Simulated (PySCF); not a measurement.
## A ladder for the electron affinity of Rh

Rh⁻ [Kr] 4d8 5s2 (3F) → Rh [Kr] 4d8 5s1 (4F). Scalar values calculated with PySCF 2.14 in aug-cc-pVTZ-DK (spin-free X2C; valence: [Kr] frozen). The spin-orbit shift comes from two-component X2C-1e calculations (generalised Hartree-Fock, GHF, and MP2 on its spinors, GMP2) in x2c-TZVPall-2c with one added diffuse shell each of s, p, d type: GMP2 gives 0.672 eV without and 0.667 eV with screened spin-orbit coupling, a shift of -0.005 eV (GHF: -0.004 eV). Sums use unrounded values; where a UHF row is shifted, it takes the GHF shift.

```csv
method,scalar (eV),plus spin-orbit shift (eV),error (eV)
UHF,-0.068,-0.072,-1.215
LDA,1.388,1.383,0.240
PBE,1.129,1.124,-0.019
PBE0,0.907,0.902,-0.241
r2SCAN,1.005,1.000,-0.143
wB97X,1.268,1.263,0.121
r2SCANh,0.954,0.950,-0.193
B3LYP,1.169,1.165,0.022
MP2 (valence),0.756,0.751,-0.392
SCS-MP2 (valence),0.832,0.827,-0.316
CCSD (valence),0.927,0.922,-0.221
CCSD(T) (valence),1.060,1.056,-0.087
```

Reference: 1.143 eV (measured; photodetachment measurements, as compiled on the Wikipedia data page of electron affinities).

The errors of the correlated levels include the incompleteness of the basis and the frozen core, so a lower level can come closer by cancellation.

A first-order Landé estimate from the scalar orbitals gives 0.001 eV instead; single two-component determinants are not pure J levels in LS coupling, so the shift is uncertain by about that difference.
